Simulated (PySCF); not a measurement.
H2OSTe (SMILES O[Te]S), singlet, geometry from GFN2-xTB (core potentials on Te); PBE/def2-SVPD, polarisability in PySCF.

The PySCF input:
```python
from pyscf import gto, scf, dft
from pyscf.prop import polarizability

mol = gto.M(
    atom='''
Te    0.54520299   -0.00580676    0.04251679
O    -0.15605852   -1.78592363    0.57751236
H    -0.30806479   -2.35552582   -0.17849710
S    -1.55457082    0.97661555   -0.46367796
H    -1.92088919    1.31901721    0.76637287
''',
    basis='def2-svpd',
    ecp={'Te': 'def2-svpd'},
    verbose=4,
)

mf = dft.RKS(mol)
mf.xc = 'pbe'
mf.kernel()
alpha = mf.Polarizability().polarizability()[2, 2]
print('alpha_zz =', alpha)
```

The log (banner, timings and long lists left out):

```
site-packages/pyscf/prop/efg/rhf.py:45: UserWarning: Module EFG is under testing
  warnings.warn('Module EFG is under testing')
site-packages/pyscf/prop/efg/dhf.py:30: UserWarning: Module EFG is under testing
  warnings.warn('Module EFG is under testing')
site-packages/pyscf/prop/zfs/uhf.py:40: UserWarning: Module ZFS is under testing
  warnings.warn('Module ZFS is under testing')
site-packages/pyscf/prop/gtensor/uhf.py:43: UserWarning: Module g-tensor is under testing
  warnings.warn('Module g-tensor is under testing')
site-packages/pyscf/prop/gtensor/uks.py:41: UserWarning: Module g-tensor is under testing
  warnings.warn('Module g-tensor is under testing')
site-packages/pyscf/prop/hfc/uks.py:35: UserWarning: Module HFC is under testing
  warnings.warn('Module HFC is under testing')
site-packages/pyscf/prop/magnetizability/rhf.py:39: UserWarning: Module magnetizability is under testing
  warnings.warn('Module magnetizability is under testing')
site-packages/pyscf/prop/magnetizability/uhf.py:37: UserWarning: Module magnetizability is under testing
  warnings.warn('Module magnetizability is under testing')
site-packages/pyscf/prop/magnetizability/rks.py:37: UserWarning: Module magnetizability is under testing
  warnings.warn('Module magnetizability is under testing')
site-packages/pyscf/prop/magnetizability/uks.py:39: UserWarning: Module magnetizability is under testing
  warnings.warn('Module magnetizability is under testing')
site-packages/pyscf/prop/polarizability/uhf.py:34: UserWarning: Module polarizability is under testing
  warnings.warn('Module polarizability is under testing')
site-packages/pyscf/prop/polarizability/rks.py:29: UserWarning: Module polarizability is under testing
  warnings.warn('Module polarizability is under testing')
site-packages/pyscf/prop/polarizability/uks.py:29: UserWarning: Module polarizability is under testing
  warnings.warn('Module polarizability is under testing')
PySCF version 2.14.0

[INPUT] verbose = 4
[INPUT] num. atoms = 5
[INPUT] num. electrons = 50
[INPUT] charge = 0
[INPUT] spin (= nelec alpha-beta = 2S) = 0
[INPUT] symmetry False subgroup None
[INPUT] Mole.unit = angstrom
[INPUT] Symbol           X                Y                Z      unit          X                Y                Z       unit  Magmom
[INPUT]  1 Te     0.545202990000  -0.005806760000   0.042516790000 AA    1.030284333394  -0.010973186071   0.080345088796 Bohr   0.0
[INPUT]  2 O     -0.156058520000  -1.785923630000   0.577512360000 AA   -0.294907862205  -3.374906540089   1.091340193951 Bohr   0.0
[INPUT]  3 H     -0.308064790000  -2.355525820000  -0.178497100000 AA   -0.582158081722  -4.451298679142  -0.337310633029 Bohr   0.0
[INPUT]  4 S     -1.554570820000   0.976615550000  -0.463677960000 AA   -2.937713091041   1.845535918491  -0.876224354397 Bohr   0.0
[INPUT]  5 H     -1.920889190000   1.319017210000   0.766372870000 AA   -3.629954484738   2.492581280488   1.448234833597 Bohr   0.0

nuclear repulsion = 181.44102508406
number of shells = 41
number of NR pGTOs = 168
number of NR cGTOs = 101
basis = def2-svpd
ecp = {'Te': 'def2-svpd'}

******** <class 'pyscf.dft.rks.RKS'> ********
method = RKS
initial guess = minao
damping factor = 0
level_shift factor = 0
DIIS = <class 'pyscf.scf.diis.CDIIS'>
diis_start_cycle = 1
diis_space = 8
diis_damp = 0
SCF conv_tol = 1e-09
SCF conv_tol_grad = None
SCF max_cycles = 50
direct_scf = True
direct_scf_tol = 1e-13
XC library pyscf.dft.libxc version 7.1.2
    S. Lehtola, C. Steigemann, M. J. T. Oliveira, and M. A. L. Marques,  SoftwareX 7, 1–5 (2018)
XC functionals = pbe
    J. P. Perdew, K. Burke, and M. Ernzerhof,  Phys. Rev. Lett. 77, 3865 (1996)
    J. P. Perdew, K. Burke, and M. Ernzerhof,  Phys. Rev. Lett. 78, 1396 (1997)
    J. P. Perdew, K. Burke, and M. Ernzerhof,  Phys. Rev. Lett. 77, 3865 (1996)
    J. P. Perdew, K. Burke, and M. Ernzerhof,  Phys. Rev. Lett. 78, 1396 (1997)
radial grids:
    Treutler-Ahlrichs [JCP 102, 346 (1995); DOI:10.1063/1.469408] (M4) radial grids

becke partition: Becke, JCP 88, 2547 (1988); DOI:10.1063/1.454033
pruning grids: <function nwchem_prune>
grids dens level: 3
symmetrized grids: False
atomic radii adjust function: <function treutler_atomic_radii_adjust>
small_rho_cutoff = 0
Set gradient conv threshold to 3.16228e-05
Initial guess from minao.
tot grids = 74536
init E= -714.504955050114
  HOMO = -0.736939575297373  LUMO = -0.635319161524994  gap/eV = 2.76523
cycle= 1 E= -738.054413116035  delta_E= -23.5  |g|= 3.65  |ddm|= 10.2
  HOMO = -0.0627048095709898  LUMO = -0.0576904120292339  gap/eV = 0.13645
cycle= 2 E= -668.375086516163  delta_E= 69.7  |g|= 15.4  |ddm|=   17
  HOMO = -0.0653609585124428  LUMO = -0.0354299983925659  gap/eV = 0.81446
cycle= 3 E= -735.840171465098  delta_E= -67.5  |g|=    4  |ddm|= 12.8
  HOMO = -0.211026853725802  LUMO = -0.132878925731973  gap/eV = 2.12651
cycle= 4 E= -741.667212084079  delta_E= -5.83  |g|= 1.35  |ddm|= 6.21
  HOMO = -0.171332465393996  LUMO = -0.0975791738048342  gap/eV = 2.00693
cycle= 5 E= -740.402981866249  delta_E= 1.26  |g|= 2.55  |ddm|= 3.43
  HOMO = -0.171596089818919  LUMO = -0.0832926719317102  gap/eV = 2.40286
cycle= 6 E= -742.096226557773  delta_E= -1.69  |g|= 0.545  |ddm|= 2.57
  HOMO = -0.200170948782775  LUMO = -0.0945910780458927  gap/eV = 2.87297
cycle= 7 E= -742.180351386724  delta_E= -0.0841  |g|= 0.341  |ddm|= 1.16
  HOMO = -0.206020616952875  LUMO = -0.105090042668882  gap/eV = 2.74646
cycle= 8 E= -742.213459754737  delta_E= -0.0331  |g|= 0.09  |ddm|= 0.468
  HOMO = -0.199822508297491  LUMO = -0.0988555407228488  gap/eV = 2.74745
cycle= 9 E= -742.215965739993  delta_E= -0.00251  |g|= 0.0293  |ddm|= 0.134
  HOMO = -0.199982344724979  LUMO = -0.0992972015589195  gap/eV = 2.73978
cycle= 10 E= -742.216195788865  delta_E= -0.00023  |g|= 0.0111  |ddm|= 0.0387
  HOMO = -0.20059323119007  LUMO = -0.0998872328983439  gap/eV = 2.74035
cycle= 11 E= -742.2162336519  delta_E= -3.79e-05  |g|= 0.00305  |ddm|= 0.0144
  HOMO = -0.200691324735012  LUMO = -0.0999618441568819  gap/eV = 2.74099
cycle= 12 E= -742.216236658774  delta_E= -3.01e-06  |g|= 0.00104  |ddm|= 0.00543
  HOMO = -0.200633805246819  LUMO = -0.0999035693191505  gap/eV = 2.74101
cycle= 13 E= -742.216237018306  delta_E= -3.6e-07  |g|= 0.000269  |ddm|= 0.00185
  HOMO = -0.200638573794886  LUMO = -0.0999056660567866  gap/eV = 2.74108
cycle= 14 E= -742.216237041091  delta_E= -2.28e-08  |g|= 4.9e-05  |ddm|= 0.000456
  HOMO = -0.200637569387922  LUMO = -0.0999067282005594  gap/eV = 2.74103
cycle= 15 E= -742.216237041972  delta_E= -8.81e-10  |g|= 1.06e-05  |ddm|= 8.85e-05
  HOMO = -0.200637859340516  LUMO = -0.0999071152229403  gap/eV = 2.74102
Extra cycle  E= -742.216237041792  delta_E= 1.8e-10  |g|= 2.86e-05  |ddm|= 4.55e-05
converged SCF energy = -742.216237041792
Isotropic polarizability 70.7764934687
Polarizability anisotropy 17.1831031385
alpha_zz = 59.76546782977837
```
